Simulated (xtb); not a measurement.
xtb input (GFN2-xTB):

```bash
xtb mol.xyz --gfn 2 --sp --chrg -1 --uhf 0
```
mol.xyz:
```
3

Sb    -0.33499307    -0.17820561     0.48278344
Cl    -0.34556622     1.85082420    -0.72811364
Cl     1.35054544    -1.31620737    -0.72023668
```

Output:

```
           -------------------------------------------------
          |                Calculation Setup                |
           -------------------------------------------------

           -------------------------------------------------
          |                 G F N 2 - x T B                 |
           -------------------------------------------------

        Reference                      10.1021/acs.jctc.8b01176
      * Hamiltonian:
        H0-scaling (s, p, d)           1.850000    2.230000    2.230000
        zeta-weighting                 0.500000
      * Dispersion:
        s8                             2.700000
        a1                             0.520000
        a2                             5.000000
        s9                             5.000000
      * Repulsion:
        kExp                           1.500000    1.000000
        rExp                           1.000000
      * Coulomb:
        alpha                          2.000000
        third order                    shell-resolved
        anisotropic                    true
        a3                             3.000000
        a5                             4.000000
        cn-shift                       1.200000
        cn-exp                         4.000000
        max-rad                        5.000000

          ...................................................
          :                      SETUP                      :
          :.................................................:
          :  # basis functions                  30          :
          :  # atomic orbitals                  27          :
          :  # shells                            9          :
          :  # electrons                        20          :
          :  max. iterations                   250          :
          :  Hamiltonian                  GFN2-xTB          :
          :  restarted?                      false          :
          :  GBSA solvation                  false          :
          :  PC potential                    false          :
          :  electronic temp.          300.0000000     K    :
          :  accuracy                    1.0000000          :
          :  -> integral cutoff          0.2500000E+02      :
          :  -> integral neglect         0.1000000E-07      :
          :  -> SCF convergence          0.1000000E-05 Eh   :
          :  -> wf. convergence          0.1000000E-03 e    :
          :  Broyden damping             0.4000000          :
          :  net charge                         -1          :
          :  unpaired electrons                  0          :
          ...................................................

 iter      E             dE          RMSdq      gap      omega  full diag
   1    -11.6041798 -0.116042E+02  0.251E+01    2.07       0.0  T
   2    -11.6321042 -0.279244E-01  0.990E+00    2.39       1.0  T
   3    -11.6323699 -0.265609E-03  0.304E+00    2.50       1.0  T
   4    -11.6325223 -0.152452E-03  0.299E-01    2.53       1.0  T
   5    -11.6325495 -0.271903E-04  0.239E-01    2.53       1.0  T
   6    -11.6325818 -0.323296E-04  0.633E-02    2.53       1.0  T
   7    -11.6325842 -0.236590E-05  0.269E-02    2.53       2.1  T
   8    -11.6325843 -0.147416E-06  0.477E-03    2.53      12.1  T
   9    -11.6325844 -0.166477E-07  0.110E-03    2.53      52.3  T
  10    -11.6325844 -0.337938E-09  0.826E-04    2.53      69.9  T
  11    -11.6325844 -0.119078E-09  0.331E-05    2.53    1742.7  T

   *** convergence criteria satisfied after 11 iterations ***

         #    Occupation            Energy/Eh            Energy/eV
      -------------------------------------------------------------
         1        2.0000           -0.8682708             -23.6269
       ...           ...                  ...                  ...
         4        2.0000           -0.2638932              -7.1809
         5        2.0000           -0.2473836              -6.7317
         6        2.0000           -0.2473000              -6.7294
         7        2.0000           -0.2428683              -6.6088
         8        2.0000           -0.2380292              -6.4771
         9        2.0000           -0.2247460              -6.1157
        10        2.0000           -0.1089816              -2.9655 (HOMO)
        11                         -0.0161376              -0.4391 (LUMO)
        12                         -0.0100069              -0.2723
        13                          0.2142496               5.8300
        14                          0.2294190               6.2428
        15                          0.2306300               6.2758
       ...                                ...                  ...
        27                          0.9562951              26.0221
      -------------------------------------------------------------
                  HL-Gap            0.0928441 Eh            2.5264 eV
             Fermi-level           -0.0625596 Eh           -1.7023 eV

 SCC (total)                   0 d,  0 h,  0 min,  0.005 sec
 SCC setup                      ...        0 min,  0.000 sec (  3.192%)
 Dispersion                     ...        0 min,  0.000 sec (  1.103%)
 classical contributions        ...        0 min,  0.000 sec (  0.531%)
 integral evaluation            ...        0 min,  0.001 sec ( 15.173%)
 iterations                     ...        0 min,  0.003 sec ( 53.814%)
 molecular gradient             ...        0 min,  0.001 sec ( 20.938%)
 printout                       ...        0 min,  0.000 sec (  4.845%)

         :::::::::::::::::::::::::::::::::::::::::::::::::::::
         ::                     SUMMARY                     ::
         :::::::::::::::::::::::::::::::::::::::::::::::::::::
         :: total energy             -11.630475742540 Eh    ::
         :: gradient norm              0.051514692451 Eh/a0 ::
         :: HOMO-LUMO gap              2.526415492963 eV    ::
         ::.................................................::
         :: SCC energy               -11.632584289494 Eh    ::
         :: -> isotropic ES            0.123994175248 Eh    ::
         :: -> anisotropic ES         -0.011465326977 Eh    ::
         :: -> anisotropic XC         -0.006295745368 Eh    ::
         :: -> dispersion             -0.002853667731 Eh    ::
         :: repulsion energy           0.002108546954 Eh    ::
         :: add. restraining           0.000000000000 Eh    ::
         :: total charge              -1.000000000000 e     ::
         :::::::::::::::::::::::::::::::::::::::::::::::::::::

           -------------------------------------------------
          |                Property Printout                |
           -------------------------------------------------

    * Orbital Energies and Occupations

         #    Occupation            Energy/Eh            Energy/eV
      -------------------------------------------------------------
         1        2.0000           -0.8682708             -23.6269
         2        2.0000           -0.8679379             -23.6178
         3        2.0000           -0.4998271             -13.6010
         4        2.0000           -0.2638932              -7.1809
         5        2.0000           -0.2473836              -6.7317
         6        2.0000           -0.2473000              -6.7294
         7        2.0000           -0.2428683              -6.6088
         8        2.0000           -0.2380292              -6.4771
         9        2.0000           -0.2247460              -6.1157
        10        2.0000           -0.1089816              -2.9655 (HOMO)
        11                         -0.0161376              -0.4391 (LUMO)
        12                         -0.0100069              -0.2723
        13                          0.2142496               5.8300
Note: The following floating-point exceptions are signalling: IEEE_UNDERFLOW_FLAG IEEE_DENORMAL
normal termination of xtb
        14                          0.2294190               6.2428
        15                          0.2306300               6.2758
        16                          0.2306618               6.2766
        17                          0.2306835               6.2772
        18                          0.2310635               6.2876
        19                          0.2321604               6.3174
        20                          0.2326748               6.3314
        21                          0.2356760               6.4131
       ...                                ...                  ...
        27                          0.9562951              26.0221
      -------------------------------------------------------------
                  HL-Gap            0.0928441 Eh            2.5264 eV
             Fermi-level           -0.0625596 Eh           -1.7023 eV

     #   Z          covCN         q      C6AA      α(0)
     1  51 Sb       1.633     0.039   419.911    40.181
     2  17 Cl       0.816    -0.520   116.362    16.502
     3  17 Cl       0.816    -0.520   116.362    16.502

 Mol. C6AA /au·bohr⁶  :       1749.118697
 Mol. C8AA /au·bohr⁸  :     122279.785816
 Mol. α(0) /au        :         73.184288

Wiberg/Mayer (AO) data.
largest (>0.10) Wiberg bond orders for each atom

 ---------------------------------------------------------------------------
     #   Z sym  total        # sym  WBO       # sym  WBO       # sym  WBO
 ---------------------------------------------------------------------------
     1  51 Sb   1.637 --     3 Cl   0.819     2 Cl   0.819
     2  17 Cl   0.835 --     1 Sb   0.819
     3  17 Cl   0.835 --     1 Sb   0.819
 ---------------------------------------------------------------------------

Topologies differ in total number of bonds
Writing topology from bond orders to xtbtopo.mol

molecular dipole:
                 x           y           z       tot (Debye)
 q only:       -1.011      -0.538       1.458
   full:       -0.801      -0.426       1.154       3.730
molecular quadrupole (traceless):
                xx          xy          yy          xz          yz          zz
 q only:        2.149       6.739      -6.813       1.973       1.094       4.664
  q+dip:        2.704       8.200      -8.199       2.887       1.591       5.496
   full:        1.832       6.551      -6.889       0.498       0.305       5.057

           -------------------------------------------------
          | TOTAL ENERGY              -11.630475742540 Eh   |
          | GRADIENT NORM               0.051514692451 Eh/α |
          | HOMO-LUMO GAP               2.526415492963 eV   |
           -------------------------------------------------

------------------------------------------------------------------------
------------------------------------------------------------------------
 total:
 SCF:
```

This state (charge -1, singlet) is run at the relaxed geometry of the species with charge 0 and multiplicity 2.
